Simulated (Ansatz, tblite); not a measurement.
Forces on Nb2B2 at its r2SCAN-D4/def2-TZVP geometry. Charge 0, multiplicity 1.

In the def2 sets Nb takes a core potential; there is no spin–orbit coupling. The xTB rows come from tblite. At r2SCAN-D4/def2-TZVP the restricted singlet is unstable: a solution with broken spin symmetry lies lower. The order of the spin states hangs on the level: the triplet lies 0.50 eV below the singlet at PBE0-D4/def2-TZVP, but 0.13 eV above it at GFN1-xTB. The structure comes from a short search, and lower isomers may exist.

GFN1-xTB (tblite), largest force 26.57 eV/Å:

```xyz
4
positions Å, forces eV/Å
Nb    0.696   -1.101   -0.760    1.455  -10.279  -24.460
Nb    0.673   -0.354    1.302    0.907    7.768   25.395
B    -0.676    0.466   -0.993   -1.198    1.812    1.070
B    -0.692    0.989    0.451   -1.164    0.700   -2.005
```

GFN2-xTB (tblite), largest force 21.01 eV/Å:

```
Nb 0.677 -7.637 -19.562
Nb 0.243 6.658 19.927
B -0.467 0.700 0.400
B -0.454 0.279 -0.765
```

r2SCAN-D4/def2-TZVP (Ansatz), largest force 0.01 eV/Å:

```
Nb -0.004 0.001 -0.011
Nb -0.004 0.008 0.008
B 0.004 -0.007 -0.006
B 0.004 -0.002 0.009
```
